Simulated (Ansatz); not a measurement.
## Reading a saddle point

A first-order saddle point of ZnH3ClF2, singlet, PBE0-D4/def2-TZVP, with one imaginary mode of 946i cm⁻¹:

Zn1  (-0.795, -0.130, -0.713)
H2  (0.896, -0.232, -0.928)
Cl3  (-2.438, -0.360, -2.009)
H4  (0.375, 0.285, 1.361)
F5  (-0.750, 0.285, 1.197)
H6  (1.219, -0.049, -0.043)
F7  (1.493, 0.199, 1.135)
(Å)

Program: Ansatz 0.2.0. Basis: def2-TZVPP and def2-QZVPP. Cores are frozen in the correlated methods. The 3s and 3p shells of Cu and Zn are frozen; filled d shells are correlated. Extrapolation: Hartree–Fock as exp(−7.88 √X), correlation as X^−2.97.

Question: Which contacts change along the imaginary mode, and what lies on either side? (A judgement: the text doesn't fix the answer.)

Answer: By the calculation: The step is ZnHCl ([Cl][ZnH]) + HF + HF → ZnClF + HF + H₂, with the molecules in contact on both sides. Shortening one way: Zn1–F5, H2–H6, H4–F7; lengthening the same way: Zn1–H2, H4–F5, H6–F7.
| pair | one side (Å) | saddle (Å) | other side (Å) |
| --- | --- | --- | --- |
| Zn1–F5 | 2.27 | 1.95 | 1.78 |
| H2–H6 | 1.50 | 0.96 | 0.76 |
| H4–F7 | 1.61 | 1.14 | 0.94 |
| Zn1–H2 | 1.56 | 1.71 | 2.26 |
| H4–F5 | 0.95 | 1.14 | 1.60 |
| H6–F7 | 0.95 | 1.24 | 2.24 |

Question: Which side is lower, and how far does the saddle lie above each? (Judge from chemistry; the value comes from the calculation.)

Answer: By the calculation: The side with Zn1–F5, H2–H6, H4–F7 short is lower by 29.8 kJ/mol; the saddle lies 75.2 kJ/mol above it and 45.4 kJ/mol above the other (CCSD(T) at an estimated basis limit (MP2 extrapolated from triple and quadruple zeta, plus CCSD(T) − MP2 in triple zeta); electronic energies).

The T1 diagnostic stays at or below 0.014.

Labels in which every atom is bracketed show which atoms are joined, not bond orders.

For scale, one of the runs: CCSD(T)/def2-TZVPP, 210 basis functions, launched by `ansatz run in.yaml --threads 8 --pin off --events-out ev --progress --plain --max-ram 19148MiB`. Hardware: 8 CPU threads of an Intel Xeon Platinum 8488C, shared host. Wall time 28 s; peak host memory 3 GiB.
